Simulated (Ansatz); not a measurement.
Basis-set extrapolation for CHClFNSi, SMILES `N#C[SiH](F)Cl` (PBE0-D4/def2-TZVP geometry, frozen core, the Gaussian-basis code of Ansatz). Multiplicity 1, RHF reference.

```json
{"": "HF", "def2-TZVPP": "-941.002020", "def2-QZVPP": "-941.032498"}
{"": "MP2 correlation", "def2-TZVPP": "-0.881463", "def2-QZVPP": "-0.957061"}
{"": "CCSD(T) correlation", "def2-TZVPP": "-0.943186", "def2-QZVPP": "not run"}
```

Energies in hartree. Use E(X) = E(∞) + A·exp(−7.88·√X) for Hartree–Fock and E(X) = E(∞) + B·X^(−2.97) for correlation, with X = 3 and 4, and add CCSD(T) minus MP2 of the smaller set to the MP2 limit.

Question: What is the CCSD(T) energy at the basis-set limit?

Answer: HF limit: -941.032498 + (-0.030478) × 0.13774 = -941.03670. MP2 limit: -0.957061 + (-0.075598) × 0.74074 = -1.01306. Higher-order term: -0.943186 − (-0.881463) = -0.06172. Total: -942.11148 hartree, 436.6 kJ/mol below CCSD(T)/def2-TZVPP.
